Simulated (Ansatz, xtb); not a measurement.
**C8H7N: 3 structures ranked**

3 gas-phase structures of C8H7N, from a drawn sample of its isomers (lower ones may exist). Each was relaxed with GFN2-xTB:

A. `C#Cc1cccc(N)c1`, a singlet
B. `C#Cc1ccc(N)cc1`, a singlet
C. `C#Cc1ccccc1N`, a singlet

Task: Which do you expect lowest at r2SCAN-D4/def2-SVP, and how would the others follow?

Result: Calculated order at r2SCAN-D4/def2-SVP: C (0.000), B (0.074), A (0.115) eV. Less than 1 kcal/mol parts B and A, so the order within that pair means little.

Energies above the lowest of each column, in eV; the last columns are at B3LYP/def2-SVP geometries:

```
structure  GFN2-xTB  HF/STO-3G  r2SCAN-D4/def2-SVP  B3LYP/def2-SVP  CCSD(T)/def2-SVP + ΔMP2/def2-TZVPP
        C     0.000      0.002               0.000           0.000                               0.000
        B     0.015      0.000               0.074           0.048                               0.068
        A     0.028      0.035               0.115           0.090                               0.083
```

Every level run on C puts it lowest or level with the lowest. Flexible structures stand in one conformer each, not always the lowest. ΔMP2 is the change of the MP2 energy from the smaller to the larger basis.

Programs: Ansatz 0.2.0, xtb 6.7.1.
